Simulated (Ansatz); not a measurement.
Calculated with Ansatz (gas phase, PBE0-D4/def2-TZVP geometries, no zero-point term in ΔE). CBS: MP2 limit from def2 TZ/QZ plus the TZ coupled-cluster correction, frozen cores. This one scheme is used for every species. DFT in def2-TZVPP. B3LYP here is the variant with VWN-RPA as its local correlation; programs differ in this. HSE06 is defined as in plane-wave codes. def2 core potentials past Kr. For Hf, Se outer-core shells are correlated without core-valence functions, which leaves a few kJ/mol of doubt a bond. Scalar relativity is left out up to krypton. Each species was taken in one conformer, which may not be the lowest.

`C[Se][Hf]([Cl])([Cl])[Cl]` + H₂S → `[SH][Hf]([Cl])([Cl])[Cl]` + `C[SeH]`  (ligand exchange at the Hf–Se bond)

| level | ΔE (kJ/mol) | difference from CCSD(T)/CBS |
| --- | --- | --- |
| LDA (SPW92) | 6.6 | -3.8 |
| PBE-D4 | 4.8 | -5.6 |
| B97M-V | -1.3 | -11.7 |
| r2SCANh-D4 | 4.7 | -5.7 |
| BHLYP-D4 | 5.1 | -5.3 |
| ωB97X-V | 2.3 | -8.1 |
| PBE | 0.0 | -10.4 |
| B3LYP | -3.6 | -14.0 |
| HSE06 | 0.7 | -9.7 |
| HF/def2-SVP | -8.5 | -18.9 |
| CCSD(T)/CBS | 10.4 | 0 |

Largest T1 diagnostic among the species: 0.014.

The D4 term adds +7.7 kJ/mol with B3LYP and +4.5 kJ/mol with PBE0; it sums over pairs of atoms, weighted by their polarisabilities, and B3LYP, whose exchange is more repulsive, gets the larger term. Leaving LDA and LC-ωPBE aside and taking each functional with its dispersion term where it has one, the values, not all of them listed here, spread over 8.5 kJ/mol, from B97M-V to PBE-QIDH. LDA lies +6.6 kJ/mol from PBE without D4. In def2-TZVPP, CCSD(T) changes the Hartree–Fock value by +17.0 kJ/mol (the triples alone add +2.8 kJ/mol) and MP2 by +22.3 kJ/mol.
